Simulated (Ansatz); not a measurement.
Abridged output of a molecular run in Ansatz:

```
Functional definition: HF
1381 factors; integrals over basis functions are off by at most 1.1e-3 eV
mean field evaluation 1: about -22838.2449 eV, gradient 4.3e1 eV
mean field evaluation 2: about -22838.5943 eV, gradient 4.4e1 eV
mean field evaluation 4: about -22842.9657 eV, gradient 4.2e0 eV
mean field evaluation 8: about -22843.0587 eV, gradient 4.1e-1 eV
mean field evaluation 16: about -22843.0599 eV, gradient 1.8e-6 eV
mean field -22843.05990256 eV, -839.4669678369 hartree, gradient 1.8e-6 eV, S^2 0.000000; 0 other end points of the search recorded, 0 dependent functions left out
13 core orbitals not correlated: weight in the atoms' cores, before any rotation towards them, 1.000 or more for the frozen orbitals, at most 0.000 for the correlated occupied ones
reference -22843.05990256 eV, -839.4669678369 hartree; 14, 14 occupied and 206, 206 virtual orbitals, 1381 factors
second order -22.86414320 eV of doubles, -0.00000000 eV of singles
cycle   1  -23.07900509 eV  change   -2.1e-1 eV  update   1.1e-1
cycle   2  -23.68070097 eV  change   -6.0e-1 eV  update   3.3e-2
cycle   3  -23.81108808 eV  change   -1.3e-1 eV  update   1.7e-2
cycle   4  -23.79941388 eV  change    1.2e-2 eV  update   4.3e-3
cycle   5  -23.79861320 eV  change    8.0e-4 eV  update   2.0e-3
cycle   6  -23.79908296 eV  change   -4.7e-4 eV  update   6.3e-4
cycle   7  -23.79874828 eV  change    3.3e-4 eV  update   2.8e-4
cycle   8  -23.79867410 eV  change    7.4e-5 eV  update   1.1e-4
cycle   9  -23.79871838 eV  change   -4.4e-5 eV  update   4.1e-5
cycle  10  -23.79870848 eV  change    9.9e-6 eV  update   1.6e-5
perturbative correction -1.12319206 eV, -0.0412765470 hartree
Total energy: -22867.98180310 eV, -840.3828307893 hartree
```

Its atoms:

```xyz
9

O    -1.483    1.702    0.706
Si   -0.040    1.142    0.173
C     0.726   -0.388    0.669
C     0.223   -0.472   -0.584
S     0.080   -1.624   -1.842
H    -2.108    1.053    1.033
H     0.689    2.353   -0.238
H     1.241   -1.094    1.310
H     0.670   -2.670   -1.227
```

(1) Which basis set was used?
A. def2-SVP
B. cc-pV(D+d)Z
C. def2-TZVPP
D. def2-TZVPPD

(2) Write the keys of the input that set method, charge and spin (a neutral closed shell needs none for the last two).

## Answers

(1) C. It gives 233 functions.

(2) 
```yaml
correlation: {method: ccsd_t}
```
